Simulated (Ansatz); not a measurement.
Job for Ansatz (a quantum-chemistry and plane-wave program): R-CAM-B3LYP/def2-TZVPPD on H2O (SMILES O). The basis file is the Basis Set Exchange's JSON of that set.

Ansatz 0.2 input:
```yaml
crystal:
  periodic: [false, false, false]
  atoms:
    - {symbol: O, position_ang: [-0.00000000, 0.00000000, 0.38961139]}
    - {symbol: H, position_ang: [0.00000000, 0.76498632, -0.19485569]}
    - {symbol: H, position_ang: [0.00000000, -0.76498632, -0.19485569]}
basis:
  gaussian:
    orbitals: def2-TZVPPD.json
hamiltonian:
  xc: {name: CAM-B3LYP}
scf: {lower_state_search: off}
```

It printed:

```
WARN ansatz: RAYON_NUM_THREADS=4 ignored (pool sized by the plan → 4); use --threads N
Functional definition: CAM-B3LYP
these checks for a lower state are left out or cut short: stability, starts, cluster_reference, orbital_swaps, neighbouring_geometries, increment
integrals: 0.01 GiB planned
302 factors; their error is unknown
integrals: 0.04 GiB planned
104 factors; integrals over basis functions are off by at most 4.0e-5 eV
mean field: 0.14 GiB planned
mean field evaluation 1: about -2076.2738 eV, gradient 4.9e1 eV
mean field evaluation 2: about -2072.8856 eV, gradient 6.7e1 eV
mean field evaluation 4: about -2080.0700 eV, gradient 2.4e-1 eV
mean field evaluation 8: about -2080.0744 eV, gradient 2.3e-1 eV
mean field evaluation 16: about -2080.0745 eV, gradient 2.1e-6 eV
mean field -2080.07449016 eV, -76.4413275882 hartree, gradient 2.1e-6 eV, S^2 0.000000; 0 other end points of the search recorded, 0 dependent functions left out
reference -2080.07458177 eV, -76.4413309547 hartree; 5, 5 occupied and 69, 69 virtual orbitals, 302 factors
Total energy: -2080.07458177 eV, -76.4413309547 hartree
Checks for a lower state left out: stability, starts, cluster_reference, orbital_swaps, neighbouring_geometries, increment
```

Self-consistency was reached.

Cost: roughly 0.6 core-seconds.
